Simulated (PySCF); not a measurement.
## Mayer bond orders and bond lengths

Compound: C6H8O.
Numbering: `[CH:1]#[C:2][C:3](=[CH2:4])[O:5][CH2:6][CH3:7]` (hydrogens: H8 on C1; H9, H10 on C4; H11, H12 on C6; H13, H14, H15 on C7)

Structure used (GFN2-xTB), in Å, numbered top down from 1:
```
atom  x, y, z in Å
C1    -2.4034    2.4595   -0.4344
C2    -1.8170    1.4347   -0.2231
C3    -1.1041    0.2261    0.0234
C4    -1.7589   -0.8953    0.3325
O5     0.2406    0.3924   -0.0990
C6     1.0643   -0.7316    0.1211
C7     2.5082   -0.2977   -0.0711
H8    -2.9338    3.3465   -0.6157
H9    -1.2671   -1.8303    0.5263
H10   -2.8308   -0.8852    0.3958
H11    0.9124   -1.1132    1.1409
H12    0.8073   -1.5296   -0.5902
H13    3.1724   -1.1417    0.0912
H14    2.7548    0.4926    0.6325
H15    2.6505    0.0807   -1.0794
```

Bond orders from the PBE0/pcSseg-1 density (PySCF). Geometry: GFN2-xTB, one conformer, isolated molecule.

(1) Where do the orders between heavy atoms depart from those drawn in the SMILES?

(2) Give the Mayer order of every bond between heavy atoms, beside its length.

## Answers

(1) The largest departure is 0.623, at C1–C2 (drawn triple, 2.377). Drawn single, order below 0.88: O5–C6 (0.872). Drawn double or triple, more than 0.30 short of the drawn order: C1–C2 (2.377).

(2) 
| bond | drawn as | length (Å) | Mayer order |
| --- | --- | --- | --- |
| C1–C2 | triple | 1.200 | 2.377 |
| C2–C3 | single | 1.425 | 1.037 |
| C3–C4 | double | 1.335 | 1.792 |
| C3–O5 | single | 1.360 | 1.098 |
| O5–C6 | single | 1.411 | 0.872 |
| C6–C7 | single | 1.520 | 1.076 |

Bonds between the same two heavy elements. C–C: lowest C2–C3 (1.037, 1.425 Å), highest C1–C2 (2.377, 1.200 Å); in 1 of the 6 pairs the longer bond (by over 0.003 Å) has the higher order (by 0.02 or more). C–O: lowest O5–C6 (0.872, 1.411 Å), highest C3–O5 (1.098, 1.360 Å).

Question: And the bonds to hydrogen?

Answer: C–H: 0.94 to 1.14 (8 bonds).

Question: Sum the orders of all bonds at each heavy atom with more than one neighbour and set the sums beside the valence in the SMILES.

Answer: C1 3.519 (drawn 4), C2 3.414 (drawn 4), C3 3.927 (drawn 4), C4 3.677 (drawn 4), O5 1.970 (drawn 2), C6 3.818 (drawn 4), C7 3.960 (drawn 4). Orders between atoms that aren't bonded are not in these sums.

Mayer orders depend on the basis set.

The run behind these numbers computed NMR shieldings as well. Time: 19 s of wall time. Hardware: one thread of an Arm Neoverse V1, on a shared host.
